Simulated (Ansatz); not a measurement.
ClGeH5O2Si, SMILES `[OH][GeH2][SiH](O)Cl`. The species carries charge 0 and has multiplicity 1. Correlated methods include outer-core shells of Ge, which these sets cover unevenly. Scalar relativity is left out up to krypton.

Z-matrix (Å, degrees):
```
Ge
Si 1 2.389
O 1 1.789 2 108.9
H 1 1.545 2 111.2 3 -120.5
H 1 1.533 2 112.1 3 114.9
Cl 2 2.061 1 109.8 3 -66.3
O 2 1.639 1 106.6 3 173.6
H 2 1.487 1 113.4 3 50.6
H 3 0.959 1 112.6 2 -71.3
H 7 0.959 2 118.7 1 177.2
```

Q: Give the diagnostics of a CCSD(T)/def2-TZVPP run (frozen core, the Gaussian-basis code of Ansatz). (Best estimate.)

A: Computed: T1 = 0.0117, largest single amplitude 0.017, largest double 0.021, (T) share of the correlation energy 3.6 %, 9 CCSD cycles. The RHF solution is stable towards an unrestricted one. T1 lies under the customary mark of 0.02 for closed shells.
